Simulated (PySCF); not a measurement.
Exercise with solution: oscillator strength and radiative lifetime

C3H7FOSi, SMILES C/C(=C\F)[SiH2]O.

Geometry: PBE0-D3(BJ)/def2-SVP. The structure was generated by enumeration; whether it is a known compound was not checked. The values are those of a single conformer.

TDA-PBE0/def2-SVPD in PySCF puts the first singlet state with f over 0.02 at 7.13 eV (vertical), with the transition dipole (0.017, -0.329, 0.241) in atomic units.

**Question.** Find the oscillator strength, the wavelength and the radiative lifetime that this transition would have in vacuum if emission retraced absorption.

**Answer.** 
|μ|² = 0.1666 au, so |μ| = 1.04 D. ΔE = 7.13/27.211 = 0.2620 hartree. f = (2/3) ΔE |μ|² = 0.029 (the program prints 0.029).
λ = 1239.84/7.13 = 174 nm; ν = 57507 cm⁻¹.
Einstein's coefficient A = 0.6670 ν² f s⁻¹ (ν in cm⁻¹) = 6.4e7 s⁻¹, so τ = 1/A = 16 ns. This state is S3; the lower singlets have f = 0.004, 0.002. The figure is the radiative limit of this one transition; relaxation, internal conversion, crossing to triplets and a medium change what is measured.
